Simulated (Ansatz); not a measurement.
Cost and result for the atomization energy of C$_{3}$H$_{5}$ClSi, SMILES `CC1=C(Cl)[SiH2]1` (10 atoms, 10 bonds).

Cartesian coordinates in Å:
```
C 0.562 -0.409 -1.425
C 0.020 -0.030 -0.105
C -1.163 0.121 0.481
Cl -2.783 -0.056 -0.024
Si 0.159 0.486 1.643
H 1.185 0.394 -1.828
H 1.201 -1.291 -1.337
H -0.237 -0.624 -2.138
H 0.548 -0.467 2.712
H 0.507 1.877 2.023
```

The species carries charge 0 and has multiplicity 1. Geometry: relaxed with PBE0-D4/def2-TZVP. Program: Ansatz. All runs use 4 threads of an Intel Xeon Platinum 8488C on a shared host. Times are those of one run each, without the atoms' runs, and a repeat can differ threefold. Electronic energies, without spin–orbit coupling; frozen cores. CCSD(T)/CBS adds CCSD(T) − MP2 in def2-TZVPP to the MP2 limit, and its time is that of the two runs behind it. T1 = 0.012. B3LYP takes the VWN-RPA correlation (the form of Gaussian; ORCA's B3LYP/G).

CCSD(T)/CBS is a level of theory with its own doubt, some kJ/mol a heavy atom from the limit and from the frozen cores, so smaller differences don't rank the functionals.

```csv
level,functions,wall time,atomization (kJ/mol),difference from CCSD(T)/CBS,per bond
revPBE-D4/def2-TZVPP,247,1.5 s,3765.7,23.9,2.4
PBE-D4/def2-TZVPP (with forces),247,1.8 s,3857.5,115.7,11.6
CAM-B3LYP-D4/def2-TZVPP,247,2.6 s,3749.5,7.7,0.8
CCSD(T)/def2-SVP,103,2.8 s,3546.6,-195.2,-19.5
r2SCAN-D4/def2-TZVPP (with forces),247,2.9 s,3777.8,36.0,3.6
r2SCANh-D4/def2-TZVPP,247,3.3 s,3754.8,13.0,1.3
B3LYP-D4/def2-TZVPP (with forces),247,3.5 s,3743.2,1.4,0.1
PBE-QIDH/def2-TZVPP,247,4 s,3755.4,13.6,1.4
ωB97X-V/def2-TZVPP,247,4.8 s,3761.8,20.0,2.0
ωB97M-V/def2-TZVPP (with forces),247,7 s,3763.6,21.8,2.2
MP2/def2-QZVPP,461,22 s,3782.8,41.0,4.1
CCSD(T)/def2-TZVPP,247,63 s,3642.3,-99.5,-9.9
CCSD(T)/CBS(def2),–,85 s,3741.8,0.0,0.0
```

At CCSD(T), def2-SVP lies −195.2 kJ/mol from the extrapolated value and def2-TZVPP −99.5 kJ/mol: correlation converges slowly with the basis, and small sets miss more of it in the bonded molecule than in its fragments. From PBE to PBE0 (25 % exact exchange), in def2-TZVPP and without D4, the atomization energy moves by −62.1 kJ/mol: exact exchange takes away binding that semilocal exchange gives to molecules. The D4 term adds +38.3 kJ/mol with B3LYP and +20.1 kJ/mol with PBE0; it sums over pairs of atoms, weighted by their polarisabilities, and B3LYP, whose exchange is more repulsive, gets the larger term.
